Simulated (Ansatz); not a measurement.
Relaxation of Cl2H7SiW (11 atoms, charge 0, multiplicity 2), to a largest force component of 0.03 eV/Å in at most 50 steps.

These are results of Ansatz 0.2.0, UHF/def2-SVP, not measurements.

```xyz
11
Properties=species:S:1:pos:R:3:forces:R:3
W 0.000 0.000 -0.610 0.00 0.00 -0.18
Cl 0.000 0.000 2.988 0.00 0.00 0.75
H 1.483 0.000 0.186 0.00 0.00 -0.02
H 0.000 1.483 0.186 0.00 0.00 -0.02
H -1.484 0.000 0.186 0.00 0.00 -0.02
H 0.000 -1.483 0.186 0.00 0.00 -0.02
Cl 0.000 0.000 -2.903 0.00 0.00 0.06
Si 0.000 0.000 5.098 0.00 0.00 -0.52
H -0.755 -1.176 5.558 -0.02 -0.03 -0.01
H 1.396 -0.066 5.558 0.03 0.00 -0.01
H -0.641 1.242 5.558 -0.01 0.03 -0.01
```

Problem. Where does it end, and by what steps?

Solution. The forces met the threshold. After 6 steps the energy has fallen by 0.067 eV; Cl2 moved furthest, 0.51 Å.

```tsv
step	energy less start (eV)	largest force component (eV/Å)	accepted
0	0.0000	0.754	yes
1	-0.0446	0.226	yes
2	-0.0579	0.103	yes
3	-0.0639	0.095	yes
4	-0.0656	0.094	yes
5	-0.0666	0.070	yes
6	-0.0668	0.022	yes
```

```xyz
11
Properties=species:S:1:pos:R:3
W 0.000 0.000 -1.024
Cl 0.000 0.000 3.496
H 1.476 0.000 -0.214
H 0.000 1.476 -0.215
H -1.477 0.000 -0.215
H 0.000 -1.476 -0.215
Cl 0.000 0.000 -3.315
Si 0.000 0.000 5.571
H -0.755 -1.176 6.041
H 1.395 -0.066 6.041
H -0.641 1.241 6.041
```

Whether the end is a true minimum wasn't checked by a vibrational analysis.

Time of the run: 13 s on 4 threads of Arm Neoverse V2, on a shared host, peak memory 0.39 GiB.
